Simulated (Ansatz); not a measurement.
The cluster B4H4⁻. The state is a doublet with charge -1. Geometry relaxed at r2SCAN-D4/def2-TZVPD.

Cartesian coordinates in Å:
```
B 0.502 0.598 -0.695
B 0.220 -1.005 0.184
B 0.243 0.456 0.909
B -0.965 -0.048 -0.398
H -2.119 -0.037 -0.743
H 0.389 1.010 1.967
H 1.157 1.176 -1.523
H 0.573 -2.150 0.300
```

The relaxation made no stability test and no search for a lower SCF solution. The structure comes from a short search, and lower isomers may exist.

(1) Estimate the harmonic wavenumbers at UKS r2SCAN-D4/def2-TZVPD (Ansatz, unscaled). Is this a minimum?

## Answers

(1) 460, 518, 519, 590, 590, 654, 728, 757, 761, 762, 840, 948, 948, 1086, 2517, 2523, 2523, 2561 cm⁻¹. Yes, no mode is imaginary beyond noise. Zero-point energy 121.3 kJ/mol. It took 1.8 min on 4 threads of Arm Neoverse V1 on a shared host.
